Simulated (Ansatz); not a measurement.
A nudged elastic band was laid between two geometries of C₂H₅FOSe (10 atoms, charge 0, multiplicity 1).

These are results of RKS PBE/def2-SVP in Ansatz, not measurements.

```json
{
  "movable images": "5",
  "climbing image": "yes",
  "spring": "5.0 eV/Å²",
  "optimiser": "quadratic models (default)",
  "start path": "through a guess of the saddle point",
  "force threshold": "0.05 eV/Å",
  "iteration limit": "60",
  "end points": "relaxed"
}
```

Initial state:

```xyz
10
Properties=species:S:1:pos:R:3
C -0.762 0.233 1.253
O -0.401 0.513 -0.101
C 0.352 -0.466 -0.687
F -0.396 -1.601 -0.958
Se 1.020 0.168 -2.448
H -1.305 1.119 1.631
H -1.423 -0.658 1.319
H 0.140 0.060 1.885
H 1.204 -0.790 -0.040
H 1.655 1.371 -1.852
```

Final state:

```xyz
10
Properties=species:S:1:pos:R:3
C -0.791 0.102 1.746
O -0.314 0.550 0.284
C 0.253 -0.415 -0.628
F -0.660 -1.372 -0.916
Se 0.734 0.453 -2.365
H -1.048 1.044 -0.142
H -1.122 -0.947 1.548
H 0.211 0.031 2.237
H 1.111 -0.845 -0.072
H 1.710 1.348 -1.688
```

Question: Which bonds break or form, and what moves?

Answer: Bonds broken: C1–H6. Bonds formed: O2–H6.

Question: What energy profile does the band end with?

Answer: It converged. The highest image is number 5 of 0 to 6, 92.3 kcal/mol above the first end and 3.2 kcal/mol above the last; the last end lies 89.1 kcal/mol above the first. Neighbouring images differ by up to 2.2 eV, so the band resolves the path poorly. A vibrational analysis at the climbing image gives one clearly imaginary mode, 765i cm⁻¹: a first-order saddle point. The orbitals stay closed-shell, which can raise the energy where a bond breaks towards radicals; this wasn't checked here.

| image | path coordinate (Å) | energy (kcal/mol) | C1–H6 (Å) | O2–H6 (Å) |
| --- | --- | --- | --- | --- |
| 0 | 0.00 | 0.0 | 1.11 | 2.04 |
| 1 | 0.61 | 0.4 | 1.11 | 2.05 |
| 2 | 1.23 | 1.8 | 1.11 | 2.05 |
| 3 | 1.84 | 6.8 | 1.10 | 1.94 |
| 4 | 2.45 | 57.2 | 1.20 | 1.45 |
| 5 | 3.07 | 92.3 | 1.74 | 1.02 |
| 6 | 3.81 | 89.1 | 2.13 | 0.98 |

Question: What is the geometry of the highest image?

Answer: 
```xyz
10
Properties=species:S:1:pos:R:3
C -0.932 0.067 1.717
O -0.150 0.597 0.231
C 0.267 -0.380 -0.693
F -0.740 -1.251 -0.976
Se 0.787 0.440 -2.435
H -1.123 0.884 0.195
H -0.899 -1.040 1.548
H -0.095 0.294 2.423
H 1.112 -0.917 -0.209
H 1.854 1.254 -1.799
```

The band took 17 iterations and of the order of 6 core-minutes.

The run took 3.3 min on 2 threads of Arm Neoverse V1, with other jobs on the host, peak memory 0.15 GiB.
